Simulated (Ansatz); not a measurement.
Reaction (silylene formation by 1,1-elimination): `O[SiH](S)[GeH3]` → `O[SiH]` + `[SH][GeH3]`

Program: Ansatz. Geometries: PBE0-D4/def2-TZVP. ΔE: electronic, gas phase. CCSD(T)/CBS adds triple-zeta CCSD(T) − MP2 to the extrapolated MP2 energy (def2 sets, frozen cores). This one scheme is used for every species. Functionals use def2-TZVPP. For Ge outer-core shells are correlated without core-valence functions, which leaves a few kJ/mol of doubt a bond. Scalar relativity is left out up to krypton. Each species was taken in one conformer, which may not be the lowest.

`O[SiH](S)[GeH3]`:

Cartesian coordinates in Å:
```
O 0.528 1.565 1.226
Si -0.347 0.212 0.875
S 0.393 -1.416 2.024
Ge -0.238 -0.285 -1.453
H 0.482 2.294 0.604
H -1.756 0.337 1.331
H 1.549 -1.515 1.345
H 1.163 -0.813 -1.810
H -0.498 0.972 -2.308
H -1.276 -1.351 -1.833
```

`O[SiH]`:

```xyz
4

O    -0.547    0.030    0.552
Si    0.349   -0.005   -0.843
H    -1.493    0.114    0.409
H     1.691   -0.139   -0.118
```

`[SH][GeH3]`:

Z-matrix (Å, degrees):
```
Ge
S 1 2.224
H 1 1.536 2 110.4
H 1 1.533 2 104.8 3 119.2
H 1 1.536 2 110.4 3 -121.7
H 2 1.343 1 94.6 3 60.6
```

CCSD(T)/CBS gives +218.4 kJ/mol.

**Question.** Another level gave +236.9 kJ/mol. Which?
A. r2SCAN-D4/def2-TZVPP
B. HF/def2-TZVPP
C. PBE0-D4/def2-TZVPP
D. PBE/def2-TZVPP

**Answer.** A. r2SCAN-D4 236.9, PBE 212.0, HF/def2-TZVPP 190.4, PBE0-D4 232.3 kJ/mol.

Largest T1 diagnostic among the species: 0.016.

From PBE to PBE0 (25 % exact exchange), in def2-TZVPP and without D4, ΔE moves by +10.9 kJ/mol. In def2-TZVPP, CCSD(T) changes the Hartree–Fock value by +17.8 kJ/mol (the triples alone add +3.4 kJ/mol) and MP2 by +33.2 kJ/mol.
